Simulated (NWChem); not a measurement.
System: CH4CrO3; SMILES [O]=[Cr]([CH3])(=[O])[OH]

NWChem printed, in part:

```
             Northwest Computational Chemistry Package (NWChem) 7.3.0
             --------------------------------------------------------

 CS  symmetry detected

                             Geometry "geometry" -> ""
                             -------------------------

 Output coordinates in angstroms (scale by  1.889725989 to convert to a.u.)

  No.       Tag          Charge          X              Y              Z
 ---- ---------------- ---------- -------------- -------------- --------------
    1 Cr                  24.0000     0.09273789     0.07255811     0.00000000
    2 O                    8.0000     0.96569492    -0.06181469     1.25757400
    3 O                    8.0000     0.96569492    -0.06181469    -1.25757400
    4 O                    8.0000    -0.91243830     1.45543891     0.00000000
    5 H                    1.0000    -0.71795655     2.39883036     0.00000000
    6 C                    6.0000    -1.00941253    -1.55883171     0.00000000
    7 H                    1.0000    -1.61811940    -1.49705696     0.91368700
    8 H                    1.0000    -0.36665105    -2.44759721     0.00000000
    9 H                    1.0000    -1.61811940    -1.49705696    -0.91368700

 Effective nuclear repulsion energy (a.u.)     345.1400421951

      Symmetry information
      --------------------

 Group name             Cs
 Group number              2
 Group order               2
 No. of unique centers     7

  pbe96 is a nonlocal functional; adding pw91lda local functional.

                                 NWChem DFT Module
                                 -----------------

 Summary of "ao basis" -> "ao basis" (spherical)
 ------------------------------------------------------------------------------
       Tag                 Description            Shells   Functions and Types
 ---------------- ------------------------------  ------  ---------------------
 Cr                         def2-svp                11       31   5s3p2d1f
 O                          def2-svp                 6       14   3s2p1d
 H                          def2-svp                 3        5   2s1p
 C                          def2-svp                 6       14   3s2p1d

      Symmetry analysis of basis
      --------------------------

        a'         68
        a"         39

            General Information
            -------------------
          SCF calculation type: DFT
          Wavefunction type:  closed shell.
          No. of atoms     :     9
          No. of electrons :    58
           Alpha electrons :    29
            Beta electrons :    29
          Charge           :     0
          Spin multiplicity:     1
          Use of symmetry is: on ; symmetry adaption is: on
          Maximum number of iterations: 150
          AO basis - number of functions:   107
                     number of shells:    47
          Convergence on energy requested:  1.00D-06
          Convergence on density requested:  1.00D-05
          Convergence on gradient requested:  5.00D-04

              XC Information
              --------------
          PerdewBurkeErnzerhof Exchange Functional  1.000
            Perdew 1991 LDA Correlation Functional  1.000 local
           PerdewBurkeErnz. Correlation Functional  1.000 non-local

             Grid Information
             ----------------
          Grid used for XC integration:  medium
          Radial quadrature: Mura-Knowles
          Angular quadrature: Lebedev.
          Tag              B.-S. Rad. Rad. Pts. Rad. Cut. Ang. Pts.
          ---              ---------- --------- --------- ---------
          Cr                  1.40      112           9.0       590
          O                   0.60       49          11.0       434
          H                   0.35       45          12.0       434
          C                   0.70       49          11.0       434
          Grid pruning is: on
          Number of quadrature shells:   394
          Spatial weights used:  Erf1

      Superposition of Atomic Density Guess
      -------------------------------------

 Sum of atomic energies:       -1306.72801894

      Non-variational initial energy
      ------------------------------

 Total energy =   -1307.374451
 1-e energy   =   -2481.132076
 2-e energy   =     828.617583
 HOMO         =      -0.360484
 LUMO         =      -0.075397

      Symmetry analysis of molecular orbitals - initial
      -------------------------------------------------

  Numbering of irreducible representations:

     1 a'          2 a"

  Orbital symmetries:

     1 a'          2 a'          3 a"          4 a'          5 a'
     6 a'          7 a'          8 a"          9 a'         10 a'
    11 a"         12 a'         13 a'         14 a'         15 a'
    16 a"         17 a'         18 a'         19 a'         20 a"
    21 a"         22 a'         23 a'         24 a'         25 a"
    26 a'         27 a"         28 a"         29 a'         30 a'
    31 a"         32 a'         33 a'         34 a'         35 a"
    36 a'         37 a'         38 a"         39 a'

     ---------------------------------------------
      Total Density - Mulliken Population Analysis
     ---------------------------------------------

    Atom       Charge   Shell Charges
 -----------   ------   -------------------------------------------------------
    1 Cr  24    21.00   2.00  2.00  2.01  0.28  0.02  6.00  6.03  0.38  1.47  0.80  0.02
    2 O    8     9.16   1.99  1.17  0.77  3.22  2.00  0.01
    3 O    8     9.16   1.99  1.17  0.77  3.22  2.00  0.01
    4 O    8     8.90   1.99  1.11  0.67  3.14  1.98  0.00
    5 H    1     0.64   0.51  0.07  0.06
    6 C    6     6.58   1.99  0.97  0.24  2.17  1.21  0.01
    7 H    1     0.86   0.65  0.18  0.03
    8 H    1     0.86   0.65  0.18  0.03
    9 H    1     0.86   0.65  0.18  0.03

   convergence    iter        energy       DeltaE   RMS-Dens  Diis-err
 ---------------- ----- ----------------- --------- --------- ---------
 d= 0,ls=0.0,diis     1  -1308.6358572590 -1.65D+03  5.74D-02  1.05D+01
 d= 0,ls=0.0,diis     2  -1289.7353374183  1.89D+01  5.27D-02  9.37D+01
 d= 0,ls=0.0,diis     3  -1307.6581775129 -1.79D+01  2.57D-02  2.30D+01
 d= 0,ls=0.0,diis     4  -1309.5145167266 -1.86D+00  1.21D-02  3.43D+00
 d= 0,ls=0.0,diis     5  -1309.8511582962 -3.37D-01  2.00D-03  4.38D-01
  Resetting Diis
 d= 0,ls=0.0,diis     6  -1309.8868234347 -3.57D-02  1.12D-03  5.53D-02
 d= 0,ls=0.0,diis     7  -1309.8916965449 -4.87D-03  3.52D-03  2.09D-02
 d= 0,ls=0.0,diis     8  -1309.8045575015  8.71D-02  3.25D-03  1.05D+00
 d= 0,ls=0.0,diis     9  -1309.8912664663 -8.67D-02  6.49D-04  2.28D-02
 d= 0,ls=0.0,diis    10  -1309.8933258809 -2.06D-03  1.16D-04  1.43D-03
 d= 0,ls=0.0,diis    11  -1309.8934103922 -8.45D-05  6.02D-05  5.38D-04
 d= 0,ls=0.0,diis    12  -1309.8934427223 -3.23D-05  3.06D-05  1.57D-04
 d= 0,ls=0.0,diis    13  -1309.8934544720 -1.17D-05  7.63D-06  6.06D-06
 d= 0,ls=0.0,diis    14  -1309.8934549636 -4.92D-07  4.81D-07  5.38D-09

         Total DFT energy =    -1309.893454963637
      One electron energy =    -2486.072913282296
           Coulomb energy =      911.624724109632
    Exchange-Corr. energy =      -80.585307986113
 Nuclear repulsion energy =      345.140042195141

 Numeric. integr. density =       57.999991669864

                  Occupations of the irreducible representations
                  ----------------------------------------------

                     irrep           alpha         beta
                     --------     --------     --------
                     a'               20.0         20.0
                     a"                9.0          9.0

                       DFT Final Molecular Orbital Analysis
                       ------------------------------------

 Vector   27  Occ=2.000000D+00  E=-2.905228D-01  Symmetry=a"
              MO Center= -1.6D-01,  7.7D-01,  1.1D-13, r^2= 2.8D+00
   Bfn.  Coefficient  Atom+Function         Bfn.  Coefficient  Atom+Function
  ----- ------------  ---------------      ----- ------------  ---------------
    65      0.483443  4 O  pz                68      0.355546  4 O  pz
    35     -0.239307  2 O  px                49      0.239307  3 O  px
    38     -0.163590  2 O  px                52      0.163590  3 O  px
    11     -0.160254  1 Cr pz                36     -0.155173  2 O  py
    50      0.155173  3 O  py                14      0.116210  1 Cr pz

 Vector   28  Occ=2.000000D+00  E=-2.787314D-01  Symmetry=a'
              MO Center= -4.0D-01, -9.5D-01,  1.9D-15, r^2= 2.4D+00
   Bfn.  Coefficient  Atom+Function         Bfn.  Coefficient  Atom+Function
  ----- ------------  ---------------      ----- ------------  ---------------
    83      0.341384  6 C  py                15      0.285809  1 Cr d -2
    82      0.256197  6 C  px                 3     -0.240657  1 Cr s
     4      0.214851  1 Cr s                 86      0.199129  6 C  py
    10      0.157642  1 Cr py                13     -0.148157  1 Cr py
    85      0.147257  6 C  px                36     -0.134570  2 O  py

 Vector   29  Occ=2.000000D+00  E=-2.661979D-01  Symmetry=a"
              MO Center=  6.7D-01,  1.7D-01,  1.2D-13, r^2= 2.7D+00
   Bfn.  Coefficient  Atom+Function         Bfn.  Coefficient  Atom+Function
  ----- ------------  ---------------      ----- ------------  ---------------
    35      0.380855  2 O  px                49     -0.380855  3 O  px
    38      0.272847  2 O  px                52     -0.272847  3 O  px
    65      0.263572  4 O  pz                68      0.201764  4 O  pz
    37     -0.175302  2 O  pz                51     -0.175302  3 O  pz
    36     -0.132800  2 O  py                50      0.132800  3 O  py

 Vector   30  Occ=0.000000D+00  E=-1.554260D-01  Symmetry=a'
              MO Center=  6.1D-02,  1.3D-01,  1.1D-13, r^2= 1.7D+00
   Bfn.  Coefficient  Atom+Function         Bfn.  Coefficient  Atom+Function
  ----- ------------  ---------------      ----- ------------  ---------------
    19      0.720782  1 Cr d  2              63      0.220500  4 O  px
    24      0.215234  1 Cr d  2              17     -0.210257  1 Cr d  0
    66      0.191549  4 O  px                37      0.175490  2 O  pz
    51     -0.175490  3 O  pz                12     -0.149306  1 Cr px
    40      0.149416  2 O  pz                54     -0.149416  3 O  pz

 Vector   31  Occ=0.000000D+00  E=-1.339565D-01  Symmetry=a"
              MO Center=  3.5D-01,  3.5D-02,  2.4D-14, r^2= 1.5D+00
   Bfn.  Coefficient  Atom+Function         Bfn.  Coefficient  Atom+Function
  ----- ------------  ---------------      ----- ------------  ---------------
    16      0.741836  1 Cr d -1              36     -0.294615  2 O  py
    50      0.294615  3 O  py                39     -0.254052  2 O  py
    53      0.254052  3 O  py                21      0.215435  1 Cr d -1
    18     -0.164620  1 Cr d  1              65     -0.118972  4 O  pz
    68     -0.102386  4 O  pz                14     -0.086455  1 Cr pz

 Vector   32  Occ=0.000000D+00  E=-9.551220D-02  Symmetry=a'
              MO Center=  3.8D-02,  1.2D-02,  1.8D-13, r^2= 2.2D+00
   Bfn.  Coefficient  Atom+Function         Bfn.  Coefficient  Atom+Function
  ----- ------------  ---------------      ----- ------------  ---------------
    15      0.703105  1 Cr d -2              62      0.304661  4 O  s
    81     -0.223743  6 C  s                 36     -0.220434  2 O  py
    50     -0.220434  3 O  py                20      0.216091  1 Cr d -2
    17      0.197437  1 Cr d  0              39     -0.197595  2 O  py
    53     -0.197595  3 O  py                75     -0.196047  5 H  s

     ---------------------------------------------
      Total Density - Mulliken Population Analysis
     ---------------------------------------------

    Atom       Charge   Shell Charges
 -----------   ------   -------------------------------------------------------
    1 Cr  24    23.35   2.00  2.00  2.01  0.21  0.00  6.00  6.05  0.68  3.37  1.00  0.02
    2 O    8     8.30   1.99  1.14  0.81  2.74  1.62  0.01
    3 O    8     8.30   1.99  1.14  0.81  2.74  1.62  0.01
    4 O    8     8.37   1.99  1.08  0.68  2.86  1.76  0.01
    5 H    1     0.79   0.67  0.05  0.07
    6 C    6     6.13   1.98  0.92  0.18  2.09  0.94  0.02
    7 H    1     0.92   0.72  0.17  0.02
    8 H    1     0.92   0.72  0.17  0.02
    9 H    1     0.92   0.72  0.17  0.02

     -------------------------------------------
      Total Density - Lowdin Population Analysis
     -------------------------------------------

    Atom       Charge   Shell Charges
 -----------   ------   -------------------------------------------------------
    1 Cr  24    23.98   2.00  2.00  1.89  0.27  0.08  5.99  5.82  0.99  3.16  1.74  0.04
    2 O    8     8.04   1.98  0.98  0.69  2.62  1.76  0.02
    3 O    8     8.04   1.98  0.98  0.69  2.62  1.76  0.02
    4 O    8     8.08   1.97  0.87  0.58  2.71  1.93  0.01
    5 H    1     0.89   0.55  0.17  0.18
    6 C    6     6.12   1.97  0.59  0.33  1.86  1.33  0.04
    7 H    1     0.95   0.62  0.26  0.07
    8 H    1     0.94   0.62  0.26  0.07
    9 H    1     0.95   0.62  0.26  0.07

     Multipole analysis of the density
     ---------------------------------

     L   x y z        total         alpha         beta         nuclear
     -   - - -        -----         -----         ----         -------
     0   0 0 0     -0.000000    -29.000000    -29.000000     58.000000

     1   1 0 0     -0.702698     -0.351349     -0.351349      0.000000
     1   0 1 0      0.439248      0.219624      0.219624      0.000000
     1   0 0 1      0.000000      0.000000      0.000000      0.000000

     2   2 0 0    -30.135582    -75.397032    -75.397032    120.658481
     2   1 1 0      0.452038     -3.422571     -3.422571      7.297181
     2   1 0 1      0.000000      0.000000      0.000000      0.000000
     2   0 2 0    -22.489021    -96.844930    -96.844930    171.200840
     2   0 1 1      0.000000      0.000000      0.000000      0.000000
     2   0 0 2    -30.879005    -63.601600    -63.601600     96.324195
```

Level: PBE/def2-SVP. Coordinates come from a PBE0/def2-SVP optimisation. Not confirmed as a minimum by frequencies.

**Question.** Reconstruct the input file.

**Answer.** One answer among several that fit: the input that was run:
```
start job
memory heap 200 mb stack 900 mb global 1100 mb
geometry units angstroms noautoz
  Cr    -0.045903     0.077041     0.000000
  O      0.774771    -0.249462     1.257574
  O      0.774771    -0.249462    -1.257574
  O     -0.715767     1.649943     0.000000
  H     -0.314905     2.525797     0.000000
  C     -1.485482    -1.266008     0.000000
  H     -2.064883    -1.069451     0.913687
  H     -1.058140    -2.276169     0.000000
  H     -2.064883    -1.069451    -0.913687
end
basis spherical
  * library def2-svp
end
dft
  xc xpbe96 cpbe96
  iterations 150
  mulliken
end
task dft energy
```
